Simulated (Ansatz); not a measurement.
Reaction (formal exchange of groups at a B–S bond): `CBSCC` + `CC(C)F` → `CBC(C)F` + `CCSC`

Gas-phase electronic energies from Ansatz, PBE0-D4/def2-TZVP geometries. CBS: MP2 limit from def2 TZ/QZ plus the TZ coupled-cluster correction, frozen cores. DFT in def2-TZVPP. B3LYP here is the variant with VWN-RPA as its local correlation; programs differ in this. One conformer a species, not always the lowest.

**Question.** Is it downhill or uphill in electronic energy at CCSD(T)/CBS, and by how much? (An estimate is asked.)

**Answer.** Ansatz gave: Uphill: ΔE = +125.4 kJ/mol.

**Question.** What do these levels give: r2SCAN-D4, ωB97X-V, ωB97M-V, PBE, r2SCAN, PBE0, B3LYP, HF/def2-TZVPP, MP2/def2-TZVPP, MP2/def2-QZVPP, SCS-MP2/def2-QZVPP, MP2/CBS(def2)? (Estimate.)

**Answer.** The calculation gave: r2SCAN-D4 127.5, ωB97X-V 120.5, ωB97M-V 120.8, PBE 125.2, r2SCAN 127.9, PBE0 125.6, B3LYP 122.5, HF/def2-TZVPP 121.5, MP2/def2-TZVPP 130.6, MP2/def2-QZVPP 128.8, SCS-MP2/def2-QZVPP 125.6, MP2/CBS(def2) 128.0 kJ/mol.

Largest T1 diagnostic among the species: 0.012.

In def2-TZVPP, CCSD(T) changes the Hartree–Fock value by +6.4 kJ/mol (the triples alone add +2.1 kJ/mol) and MP2 by +9.0 kJ/mol.
